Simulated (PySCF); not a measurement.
Mean harmonic wavenumber (cm⁻¹) of eight boron compounds: PBE-D3(BJ) beside PBE0-D3(BJ), computed with PySCF for isolated molecules in the bases named; differences from unrounded values. The eight are the first of their class met in an unordered collection, after screening for sound electronic states; none was chosen by its value. Each level has its own optimised geometry.

```json
[
 {"molecule": "C₃H₈BNO, SMILES B1(COC1)NC", "basis": "def2-SVP", "PBE0-D3(BJ)": "1438"},
 {"molecule": "prop-2-enylboronamidic acid (C₃H₈BNO), SMILES C(C=C)B(N)O", "basis": "def2-SVP", "PBE0-D3(BJ)": "1429"},
 {"molecule": "2-hydroxyethylboronic acid (C2H7BO3), SMILES B(O)(O)CCO", "basis": "def2-SVP", "PBE0-D3(BJ)": "1407"},
 {"molecule": "C2H5BO3, SMILES OB1OCOC1", "basis": "def2-SVP", "PBE0-D3(BJ)": "1383"},
 {"molecule": "C3H6BNO, SMILES C#CB(N)OC", "basis": "def2-SVP", "PBE0-D3(BJ)": "1371"},
 {"molecule": "C₃H₄BF₃, SMILES C/C(F)=C\\B(F)F", "basis": "def2-SVP", "PBE0-D3(BJ)": "1195"},
 {"molecule": "C2H7BO, SMILES COBC", "basis": "def2-SVP", "PBE0-D3(BJ)": "1498"},
 {"molecule": "C3H6BNO2, SMILES N(=C1/COB1O)/C", "basis": "def2-SVP", "PBE0-D3(BJ)": "1336"}
]
```

Task: Estimate the PBE-D3(BJ) values and say how PBE-D3(BJ) differs from PBE0-D3(BJ) over the set. (The exact figures need the calculation; the answer reports its results.)

Result: 
```
molecule                                                   PBE-D3(BJ)  difference
---------------------------------------------------------  ----------  ----------
C₃H₈BNO, SMILES B1(COC1)NC                                       1385         -53
prop-2-enylboronamidic acid (C₃H₈BNO), SMILES C(C=C)B(N)O        1381         -48
2-hydroxyethylboronic acid (C2H7BO3), SMILES B(O)(O)CCO          1358         -49
C2H5BO3, SMILES OB1OCOC1                                         1328         -55
C3H6BNO, SMILES C#CB(N)OC                                        1323         -48
C₃H₄BF₃, SMILES C/C(F)=C\B(F)F                                   1154         -41
C2H7BO, SMILES COBC                                              1450         -48
C3H6BNO2, SMILES N(=C1/COB1O)/C                                  1284         -52
```
PBE-D3(BJ) lies below PBE0-D3(BJ) in 8 and above it in 0 of the eight; the mean signed difference is -49 and the largest -55 cm⁻¹.
